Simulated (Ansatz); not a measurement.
Reaction (atomization): `C[SiH2]N[PH][AlH2]` → Al• + C• + 9 H• + N• + P• + Si•

Program: Ansatz. Geometries: PBE0-D4/def2-TZVP. ΔE: electronic, gas phase. CBS: MP2 limit from def2 TZ/QZ plus the TZ coupled-cluster correction, frozen cores. This one scheme is used for every species, atoms too. Functionals use def2-TZVPP. B3LYP here is the variant with VWN-RPA as its local correlation; programs differ in this. Open shells (•) are unrestricted, without spin–orbit coupling. Spin–orbit coupling would lower the free atoms: a little for Al, C, Si. One conformer a species, not always the lowest.

`C[SiH2]N[PH][AlH2]`:

Z-matrix (Å, degrees):
```
C
Si 1 1.862
H 1 1.093 2 110.4
H 1 1.093 2 110.5 3 -119.4
H 1 1.092 2 111.0 3 120.2
N 2 1.735 1 111.7 3 -59.1
H 2 1.489 1 111.4 3 -176.5
H 2 1.491 1 108.7 3 63.9
P 6 1.710 2 122.0 1 59.3
H 6 1.007 2 118.1 1 -128.5
Al 9 2.318 6 107.2 2 -148.7
H 9 1.427 6 104.7 2 108.5
H 11 1.588 9 120.1 6 22.3
H 11 1.587 9 117.7 6 -163.2
```

```tsv
level	ΔE (kJ/mol)	difference from CCSD(T)/CBS
revPBE-D4	4354.1	-63.6
BLYP-D4	4404.2	-13.5
ωB97X-V	4462.8	45.1
BLYP	4331.8	-85.9
B3LYP	4380.0	-37.7
LC-ωPBE	4372.5	-45.2
MP2/def2-SVP	4069.0	-348.7
HF/def2-TZVPP	3198.6	-1219.1
CCSD/def2-TZVPP	4232.4	-185.3
HF/CBS(def2)	3209.0	-1208.7
CCSD(T)/CBS	4417.7	0
```

Largest T1 diagnostic among the species: 0.018.

The D4 term adds +54.4 kJ/mol with B3LYP and +28.9 kJ/mol with PBE0; it sums over pairs of atoms, weighted by their polarisabilities, and B3LYP, whose exchange is more repulsive, gets the larger term. In def2-TZVPP, CCSD(T) changes the Hartree–Fock value by +1087.1 kJ/mol (the triples alone add +53.2 kJ/mol) and MP2 by +1084.2 kJ/mol; breaking electron pairs costs correlation energy, which Hartree–Fock lacks. From r2SCAN to r2SCAN0 (25 % exact exchange), in def2-TZVPP and without D4, ΔE moves by −46.2 kJ/mol: exact exchange takes away binding that semilocal exchange gives to molecules.

For atomizations the MP2-based limit and the directly extrapolated one differ by several kJ/mol either way, and by 10 to 25 for some Ge, Se and Sn compounds, so smaller differences from it don't rank the levels.
